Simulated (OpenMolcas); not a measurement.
Multiplet structure of Mo3+

```yaml
Program: OpenMolcas
Method: CASSCF
Basis: ANO-RCC-VTZP [7s6p4d2f1g]
Scalar_Hamiltonian: DKH2, point nucleus
Active_space: 3 electrons in 5 orbitals (4d)
State_averaging: 2S+1 = 4 even, 10 roots; 2S+1 = 2 even, 40 roots
Spin-orbit_coupling: state interaction with AMFI integrals over the reference wave functions, term energies averaged over their components
```

With spin-orbit coupling, above the lowest level:

```csv
Configuration,Term,J,E (cm⁻¹),Measured (cm⁻¹),Term weight %,Second
4d³,⁴F,3/2,0.0,0.0,99,
4d³,⁴F,5/2,739,778,100,
4d³,⁴F,7/2,1693,1760,100,
4d³,⁴F,9/2,2803,2865,99,
4d³,⁴P,1/2,13190,10338,97,3 ²P
4d³,⁴P,3/2,13291,10331,91,8 ²P
4d³,²G,7/2,14336,11580,100,
4d³,⁴P,5/2,14358,11612,99,
4d³,²G,9/2,15056,12311,87,12 ²H
4d³,²P,3/2,18381,,51,42 ²D(1)
4d³,²P,1/2,18650,14348,97,3 ⁴P
4d³,²H,9/2,18984,15995,88,12 ²G
4d³,²H,11/2,19381,16357,100,
4d³,²D(1),5/2,21168,16809,99,
4d³,²D(1),3/2,21396,17107,57,42 ²P
4d³,²F,7/2,31021,24787,100,
4d³,²F,5/2,31366,25100,99,
4d³,²D(2),5/2,48234,38922,99,
4d³,²D(2),3/2,48630,39231,100,
```

Against the 17 measured excited levels shown (Sugar and Musgrove, J. Phys. Chem. Ref. Data 17, 155 (1988)) the mean absolute deviation is 3800 cm-1; the largest miss in energy is 4d³ ²D_3/2(2): computed 48630, measured 39231 cm⁻¹ (+24.0 %), and the largest in proportion 4d³ ²P_1/2 (+30.0 %).

Spin-orbit coupling puts the lowest level 1734 cm⁻¹ below the lowest spin-free term.

A least-squares Racah fit to the terms below 60000 cm-1, each weighted by 2L + 1 and with a free common offset, gives B = 813 cm-1 and C = 3288 cm-1 (C/B = 4.05), with an rms deviation of 33 cm-1.

For ⁴F the intervals divided by the larger J are 295.7, 272.6, 246.6 cm-1. Landé's interval rule makes them equal in pure LS coupling; they differ by 18 % of their mean. The multiplet is regular.

Without dynamic correlation excited terms often stand tens of per cent too high (terms of higher spin than the ground term too low), and those without a measured partner can miss by more than the paired ones. Measured partners are found by configuration, term and J. A level has none where our copy of the source lacks it or the pairing is in doubt (some pairs that miss far off the trend of their configuration count as doubtful), and it then counts in no deviation. Only configurations of the active space appear.

The term weight is that of the spin-free term in the level, not the purity of its configuration. A number in round brackets counts repeated terms of one configuration in the order of the reference energies.
